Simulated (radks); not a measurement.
Results of a calculation; reference values are marked as such.
Problem. The table gives one normalised radial function P(r) = r R(r) of V in [Ar] 3d3 4s2 (r in bohr). Code: a radial shooting solver on a logarithmic mesh with Libxc functionals. Model: scalar-relativistic Kohn-Sham, BLYP, spin-polarised, spherical densities, finite nucleus; open shells are filled with parallel spins first; Fermi nuclear charge, rms radius 3.6002 fm.

r         P
0.003747   0.0020
0.004919   0.0033
0.006456   0.0056
0.008475   0.0093
0.01112    0.0154
0.0146     0.0252
0.01932    0.0416
0.02536    0.0665
0.03328    0.1041
0.04369    0.1587
0.05734    0.2334
0.07527    0.3272
0.0988     0.4304
0.1297     0.5182
0.1702     0.5479
0.2234     0.4651
0.2933     0.2272
0.3849    -0.1583
0.5053    -0.6028
0.6632    -0.9526
0.8705    -1.0635
1.143     -0.9082
1.512     -0.5943
1.984     -0.3019
2.605     -0.1135
3.419     -0.0296
4.488     -0.0048
5.89      -0.0004
7.732     0.0000
10.15     0.0000

Which n and l does it have? It may be an empty orbital.

Solution. n = 3, l = 1: the number of nodes gives n - l - 1 = 1, the rise at small r (about r^(l+1)) gives l, and the extent must fit the shell. The curve is that of 3p down; the table hardly tells the two spins apart. 3p down: eigenvalue -42.001 eV, 1 radial node at r = 0.348 bohr, <r> = 1.02 bohr, 90 % of the charge inside 1.58 bohr.
